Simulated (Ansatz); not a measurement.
Ge₃, relaxed as a singlet with RKS PBE-D4/def2-TZVP in Ansatz, starting from the GFN2-xTB geometry. Force threshold 0.02 eV/Å.

The order of the spin states hangs on the level: the triplet lies 0.12 eV below the singlet at PBE0-D4/def2-TZVP, but 0.02 eV above it at PBE-D4/def2-TZVP. The structure comes from a short search, and lower isomers may exist.

Start:

```xyz
3

Ge   -0.946    1.233   -0.217
Ge   -0.169   -1.553    0.150
Ge    1.115    0.320    0.067
```

(1) Estimate the energy that the relaxation releases and the steps that it takes.

(2) Does the start keep its bonding and symmetry?

(3) Predict the relaxed structure.

Results:

(1) 0.05 eV, in 4 steps; 7.5 s on 2 threads of Intel Xeon Platinum 8488C on a shared host. No frequencies were taken in this run, so the end may be a saddle point.

(2) By distances, no bond broke or formed. The bond that changes most is Ge1–Ge2, from 2.92 to 3.09 Å (atoms count from 1). Point group C2v at the start, C2v at the end, both within 0.05 Å.

(3) 
```xyz
3

Ge   -0.9639    1.3180   -0.2278
Ge   -0.1398   -1.6348    0.1616
Ge    1.1037    0.3168    0.0663
```
Bond lengths: 2 × Ge–Ge 2.32 Å.
